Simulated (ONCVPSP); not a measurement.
## Fe (Z = 26): excitation energies, all-electron against ONCV

```
Element                 : iron (Fe)
Generator               : ONCVPSP 4.0.1
Type                    : optimised norm-conserving Vanderbilt (ONCV)
Functional              : Wu-Cohen
Relativity              : scalar-relativistic
Frozen core             : [Ar]
Valence charge          : 8
Reference configuration : 3d6 4s2
Partial waves           : 4s: rc 2.25 bohr, ncon 3, nbas 6, qcut 2.3 1/bohr, 1 projector; p scattering state at 0.29 Ha: rc 1.70 bohr, ncon 4, nbas 8, qcut 5.3 1/bohr, 1 projector; 3d: rc 1.10 bohr, ncon 4, nbas 9, qcut 15.4 1/bohr, 2 projectors, debl 3.5 Ha; f scattering state at 0.47 Ha: rc 1.95 bohr, ncon 3, nbas 6, qcut 5.6 1/bohr, 2 projectors, debl 3.3 Ha
Local potential         : polynomial inside 0.85 bohr (lpopt 5, dvloc0 4 Ha)
Core correction         : Teter function fitted to the true core (icmod 2), fcfact 0.3
```

Energies are relative to the spin-unpolarised reference configuration 3d6 4s2; without spin polarisation the order of configurations can differ from experiment.

```tsv
valence configuration	charge	ΔE all-electron (eV)	error AE − PS (meV)
3d6 4s1	+1	8.761	-3.5
3d6 4s1.5	+0.5	3.503	-0.6
```

Problem. What are ΔE and the potential's error for 3d6 4s0?

Solution. ΔE = 24.853 eV all-electron; the error (AE − PS) is -25 meV.

Problem. What are ΔE and the potential's error for 3d5 4s0?

Solution. ΔE = 59.073 eV all-electron; the error (AE − PS) is -204 meV.

Levels in the configuration 3d6 4s0:

```csv
level,all-electron (eV),pseudo (eV)
3d,-25.707,-25.646
```

Note: ghosts flagged at negative energy: s at -127.5 eV (a further GHOST(-) flag falls on a real empty level of the atom); GHOST(+) flagged for f at 127.2 eV. A true bound ghost makes a file unfit for plane-wave use.
